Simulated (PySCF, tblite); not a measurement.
Isomers of C5H11ClOSi2. Calculated harmonic vibrations of the isolated species, GFN2-xTB (tblite), most abundant isotopes, no scaling. This tight-binding method is rough: wavenumbers can miss measured ones by several per cent, in bad cases by 10 to 20. Modes of hydrogen on silicon can be 10 to 20 % off. One conformer each.

Electronic energies: PBE0/pcSseg-1 single points on the GFN2-xTB geometries (PySCF, gas phase).

```json
{"SMILES": "C=C(C)[C@@H]1C[SiH2]O[Si@@H]1Cl", "electronic energy, lowest = 0 (kJ/mol)": "0.0"}
{"SMILES": "CC(=O)C/C=C(\\Cl)[SiH2][SiH3]", "electronic energy, lowest = 0 (kJ/mol)": "377.2"}
{"SMILES": "C/C([SiH3])=C(\\C=O)C[SiH2]Cl", "electronic energy, lowest = 0 (kJ/mol)": "276.6"}
{"SMILES": "CC(C)=C(C=O)[SiH2][SiH2]Cl", "electronic energy, lowest = 0 (kJ/mol)": "242.2"}
```

Problem. How do GFN2-xTB zero-point energies change the relative energies?

Solution. 
| SMILES | ZPE (kJ/mol) | of it from modes above 1550 cm⁻¹ | electronic (kJ/mol) | with ZPE, lowest = 0 (kJ/mol) | lowest mode (cm⁻¹) | rings |
| --- | --- | --- | --- | --- | --- | --- |
| C=C(C)[C@@H]1C[SiH2]O[Si@@H]1Cl | 384.4 | 196.3 | 0.0 | 0.0 | 57 | 1 |
| CC(C)=C(C=O)[SiH2][SiH2]Cl | 366.3 | 198.4 | 242.2 | 224.1 | 17 | 0 |
| C/C([SiH3])=C(\C=O)C[SiH2]Cl | 361.9 | 194.3 | 276.6 | 254.1 | 14i | 0 |
| CC(=O)C/C=C(\Cl)[SiH2][SiH3] | 357.1 | 195.6 | 377.2 | 349.9 | 3 | 0 |

The zero-point energies span 27.3 kJ/mol, from `CC(=O)C/C=C(\Cl)[SiH2][SiH3]` to `C=C(C)[C@@H]1C[SiH2]O[Si@@H]1Cl`. Slightly imaginary modes are left out of the zero-point energy: `C/C([SiH3])=C(\C=O)C[SiH2]Cl` 13.5i cm⁻¹. The order is unchanged.

Problem. And how do the electronic energies of GFN2-xTB itself compare?

Solution. `C=C(C)[C@@H]1C[SiH2]O[Si@@H]1Cl` 0.0; `CC(C)=C(C=O)[SiH2][SiH2]Cl` 307.6; `C/C([SiH3])=C(\C=O)C[SiH2]Cl` 295.3; `CC(=O)C/C=C(\Cl)[SiH2][SiH3]` 431.2 kJ/mol, lowest = 0. Against the energies above, taken from the same isomer `C=C(C)[C@@H]1C[SiH2]O[Si@@H]1Cl`, the largest difference is 65.4 kJ/mol.
